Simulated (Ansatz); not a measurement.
Reaction (silylene formation by 1,1-elimination): `O[SiH](F)[SiH2]F` → `O[Si]F` + `F[SiH3]`

Calculated with Ansatz (gas phase, PBE0-D4/def2-TZVP geometries, no zero-point term in ΔE). CCSD(T)/CBS adds triple-zeta CCSD(T) − MP2 to the extrapolated MP2 energy (def2 sets, frozen cores). This one scheme is used for every species. Functionals use def2-TZVPP. One conformer a species, not always the lowest.

`O[SiH](F)[SiH2]F`:

```xyz
9

O    -0.659   -0.659    1.789
Si    0.524   -0.657    0.662
F     1.845    0.049    1.227
Si   -0.191    0.557   -1.228
F    -1.141    1.733   -0.667
H    -1.144    0.154    1.942
H     0.860   -2.077    0.414
H     0.914    1.184   -1.996
H    -1.007   -0.284   -2.143
```

`O[Si]F`:

```xyz
4

O    -0.973    0.140    0.077
Si    0.450    0.949    0.022
F     1.510   -0.268   -0.123
H    -0.987   -0.821    0.024
```

`F[SiH3]`:

Z-matrix (Å, degrees):
```
Si
F 1 1.600
H 1 1.482 2 108.3
H 1 1.482 2 108.3 3 -120.0
H 1 1.482 2 108.3 3 120.0
```

Q: Is it downhill or uphill in electronic energy at CCSD(T)/CBS, and by how much? (Estimate.)

A: Ansatz gave: Uphill: ΔE = +27.0 kcal/mol.

Q: What do these levels give: PBE-D4, r2SCANh-D4, r2SCAN0-D4, BHLYP-D4, ωB97X-V, PBE-QIDH, BLYP, PBE0, HF/def2-TZVPP, CCSD(T)/def2-TZVPP, HF/CBS(def2), CCSD/CBS(def2)? (An estimate is asked.)

A: The calculation gave: PBE-D4 28.1, r2SCANh-D4 31.5, r2SCAN0-D4 32.1, BHLYP-D4 28.7, ωB97X-V 29.2, PBE-QIDH 30.6, BLYP 18.7, PBE0 29.0, HF/def2-TZVPP 24.7, CCSD(T)/def2-TZVPP 25.5, HF/CBS(def2) 24.6, CCSD/CBS(def2) 26.8 kcal/mol.

Largest T1 diagnostic among the species: 0.015.

From BLYP to BHLYP (50 % exact exchange), in def2-TZVPP and without D4, ΔE moves by +7.0 kcal/mol. At CCSD(T), def2-SVP lies −5.0 kcal/mol from the extrapolated value and def2-TZVPP −1.5 kcal/mol.
